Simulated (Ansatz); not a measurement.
CH$_{5}$BN$_{2}$O, SMILES `N=C(O)BN`, relaxed with RKS PBE-D4/def2-SVP in Ansatz from a rough embedded geometry. The force threshold is 0.03 eV/Å; the program also tests the step.

The species carries charge 0 and has multiplicity 1.

Start:

```xyz
10

N     0.545    0.242   -1.922
C    -0.028    0.014   -0.765
O    -1.301   -0.470   -0.773
B     0.618    0.200    0.622
N    -0.024   -0.095    1.927
H     1.545    0.660   -1.894
H    -1.845   -0.645   -1.661
H     1.751    0.638    0.662
H    -0.937    0.523    1.930
H    -0.325   -1.068    1.875
```

By how much does the energy fall, and how many steps does the optimiser take? (An estimate is asked.)

Computed: 2.00 eV, in 12 steps.

Which bonds change most? (Estimate.)

Computed: B4–N5 from 1.484 to 1.392 Å; N5–H9 from 1.102 to 1.020 Å; O3–H7 from 1.057 to 0.984 Å; N1–H6 from 1.084 to 1.031 Å.

Give the relaxed structure. (Best estimate.)

The calculation gave: 
```xyz
10

N     0.504    0.184   -1.995
C    -0.031   -0.059   -0.850
O    -1.231   -0.711   -0.825
B     0.527    0.306    0.593
N    -0.228   -0.039    1.710
H     1.400    0.677   -1.859
H    -1.456   -0.871   -1.769
H     1.594    0.878    0.716
H     0.047    0.155    2.673
H    -1.125   -0.520    1.607
```
